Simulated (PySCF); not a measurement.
## How the method moves the HOMO and LUMO of `B/C=C/O[SiH3]`

Compound: C2H7BOSi.
Z-matrix (Å and degrees, PBE0-D3(BJ)/def2-SVP geometry), rows numbered from 1:
```
B 
C   1  1.5195
C   2  1.3541  1  118.80
O   3  1.3317  2  123.90  1  -179.90
Si  4  1.6935  3  126.19  2   179.69
H   1  1.2141  2  119.12  3    -0.11
H   1  1.2101  2  122.05  3   179.85
H   2  1.0956  1  124.39  3  -179.82
H   3  1.1018  2  119.86  1     0.11
H   5  1.4831  4  105.30  3  -179.89
H   5  1.4912  4  109.38  3   -60.07
H   5  1.4912  4  109.38  3    60.24
```

Basis pcSseg-2 throughout (PySCF), one geometry. One conformer (not necessarily the lowest) at the PBE0-D3(BJ)/def2-SVP geometry, without solvent, vibrations or thermal averaging.

Task: How do the orbital energies, the gap and the dipole change with the method?

Result: 
| method | kind | HOMO (eV) | LUMO (eV) | gap (eV) | μ (D) | SCF cycles |
| --- | --- | --- | --- | --- | --- | --- |
| BLYP | GGA | -6.28 | -2.36 | 3.92 | 3.29 | 16 |
| B97-D | GGA | -6.37 | -2.35 | 4.02 | 3.24 | 16 |
| OPBE | GGA | -6.42 | -2.38 | 4.04 | 3.31 | 16 |
| KT3 | GGA | -6.43 | -2.40 | 4.03 | 3.25 | 16 |
| KT2 | GGA | -6.46 | -2.47 | 3.99 | 3.30 | 16 |
| PBE | GGA | -6.46 | -2.52 | 3.94 | 3.34 | 16 |
| BP86 | GGA | -6.54 | -2.59 | 3.96 | 3.31 | 16 |
| LDA | LDA | -6.66 | -2.78 | 3.88 | 3.40 | 15 |
| B97-2 | global hybrid | -7.23 | -1.57 | 5.66 | 3.16 | 14 |
| B3LYP | global hybrid | -7.27 | -1.78 | 5.49 | 3.17 | 14 |
| PBE0 | global hybrid | -7.49 | -1.57 | 5.91 | 3.19 | 14 |
| mPW1PW91 | global hybrid | -7.50 | -1.57 | 5.93 | 3.17 | 14 |
| BHandHLYP | global hybrid | -8.37 | -0.52 | 7.85 | 3.04 | 13 |
| CAM-B3LYP | range-separated hybrid | -8.73 | -0.50 | 8.23 | 3.10 | 13 |
| wB97X-D | range-separated hybrid | -9.26 | 0.23 | 9.49 | 3.09 | 15 |
| HF | Hartree–Fock | -9.74 | 1.92 | 11.67 | 2.95 | 11 |
| LC-wPBE | range-separated hybrid | -10.04 | 0.60 | 10.64 | 3.03 | 15 |

The HOMO spans 3.75 eV, from BLYP down to LC-wPBE, and the gap runs from 3.88 eV (LDA) to 11.67 eV (HF). Over the methods BLYP (0 %), B97-D (0 %), OPBE (0 %), KT3 (0 %), KT2 (0 %), PBE (0 %), BP86 (0 %), LDA (0 %), B97-2 (21 %), B3LYP (20 %), PBE0 (25 %), mPW1PW91 (25 %), BHandHLYP (50 %), HF (100 %), a straight line through the gap against the share of exact exchange rises by 0.77 eV for each 10 % (correlation coefficient 1.000). The dipole ranges from 2.95 D (HF) to 3.40 D (LDA). This basis has no diffuse functions.

The vertical ΔSCF ionisation energy at B3LYP/def2-SVPD is 9.50 eV; −ε(HOMO) comes closest to it with HF (9.74 eV) and wB97X-D (9.26 eV).
